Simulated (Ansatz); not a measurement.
A CCSD(T) single point on C2H5ClGeO (`[CH3][GeH]([Cl])[CH]=O`).

```yaml
crystal:
  periodic: [false, false, false]
  atoms:
    - {symbol: C, position_ang: [-1.128572, -1.000762, -0.183909]}
    - {symbol: Ge, position_ang: [0.440842, -0.137596, 0.553268]}
    - {symbol: Cl, position_ang: [2.195269, -1.339673, 0.146747]}
    - {symbol: C, position_ang: [0.778540, 1.616103, -0.361428]}
    - {symbol: O, position_ang: [-0.134886, 2.332605, -0.663654]}
    - {symbol: H, position_ang: [-1.975952, -0.316683, -0.113510]}
    - {symbol: H, position_ang: [-0.954149, -1.245843, -1.231330]}
    - {symbol: H, position_ang: [-1.352488, -1.913113, 0.368165]}
    - {symbol: H, position_ang: [0.383749, 0.051855, 2.078849]}
    - {symbol: H, position_ang: [1.830647, 1.902007, -0.590298]}
basis:
  gaussian: {orbitals: def2-TZVPP}
correlation: {method: ccsd_t}
```

```sh
$ ansatz run in.yaml --threads 4 --pin off --events-out ev --progress --plain --max-ram 10444MiB
```

Log, shortened:

```
Functional definition: HF
1537 factors; integrals over basis functions are off by at most 9.6e-4 eV
mean field evaluation 1: about -73153.1109 eV, gradient 4.2e1 eV
mean field evaluation 2: about -73153.3175 eV, gradient 4.2e1 eV
mean field evaluation 4: about -73157.3229 eV, gradient 4.8e0 eV
mean field evaluation 8: about -73157.4130 eV, gradient 4.6e-1 eV
mean field evaluation 16: about -73157.4152 eV, gradient 2.2e-6 eV
mean field -73157.41522884 eV, -2688.4854217830 hartree, gradient 2.2e-6 eV, S^2 0.000000; 0 other end points of the search recorded, 0 dependent functions left out
17 core orbitals not correlated: weight in the atoms' cores, before any rotation towards them, 1.000 or more for the frozen orbitals, at most 0.000 for the correlated occupied ones
reference -73157.41522884 eV, -2688.4854217830 hartree; 20, 20 occupied and 216, 216 virtual orbitals, 1537 factors
second order -27.31391577 eV of doubles, -0.00000000 eV of singles
cycle   1  -27.42269333 eV  change   -1.1e-1 eV  update   1.2e-1
cycle   2  -28.16367137 eV  change   -7.4e-1 eV  update   3.8e-2
cycle   3  -28.32926649 eV  change   -1.7e-1 eV  update   2.0e-2
cycle   4  -28.31502334 eV  change    1.4e-2 eV  update   5.1e-3
cycle   5  -28.31280759 eV  change    2.2e-3 eV  update   2.5e-3
cycle   6  -28.31407025 eV  change   -1.3e-3 eV  update   7.5e-4
cycle   7  -28.31392340 eV  change    1.5e-4 eV  update   3.0e-4
cycle   8  -28.31386369 eV  change    6.0e-5 eV  update   9.1e-5
cycle   9  -28.31389317 eV  change   -2.9e-5 eV  update   3.7e-5
perturbative correction -1.18675762 eV, -0.0436125382 hartree
Total energy: -73186.91587964 eV, -2689.5695507033 hartree
```

Run time 3.3 min (4 threads of an Arm Neoverse V2 on a shared host); peak host memory 5.7 GiB.

The correlation energy is -29.501 eV, 4.0 % of it from (T); the T1 diagnostic reads 0.0125.
